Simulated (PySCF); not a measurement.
H3P2, SMILES [PH]P, multiplicity 2. Coordinates come from a r2SCAN-D4/def2-TZVP optimisation. The isomer is the one that the SMILES or the coordinates give; other isomers of the formula were not compared.

Task: Give the equilibrium geometry at r2SCAN-D4/def2-TZVP (PySCF confirms it by a frequency run) as Cartesian coordinates in Å. (Estimate from the structure and the level; the computed values follow.)

Result: 
```xyz
5

P      0.9630    -0.4332     0.4120
P     -0.8857     0.3148    -0.4544
H      1.6728     0.7345     0.0087
H     -1.0552     1.5052     0.3022
H     -1.7762    -0.4647     0.3261
```
Charge 0, spin multiplicity 2.
